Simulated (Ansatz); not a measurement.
```xyz
2

Ni    0.0000    0.0000    0.0000
F     0.0000    0.0000    1.7400
```

Basis set: pcseg-2 (spherical functions). Charge 0, multiplicity 2.

Computed with Ansatz (development build ahead of 0.2.0); each method stands on the lowest determinant of its kind that the runs found.

The atomization energy at this shape (free ground-state atoms in the same class of orbitals less the molecule, no zero-point energy) of doublet NiF:

| method | atomization energy |
| --- | --- |
| r²SCAN (unrestricted) | 4.51 eV |
| PBE0 (unrestricted) | 4.20 eV |

Question: What does ωB97X (unrestricted) give?

Answer: 4.63 eV. Caution for r²SCAN (unrestricted): the unrestricted determinant is spin contaminated.

The shape needn't be a minimum at these levels.
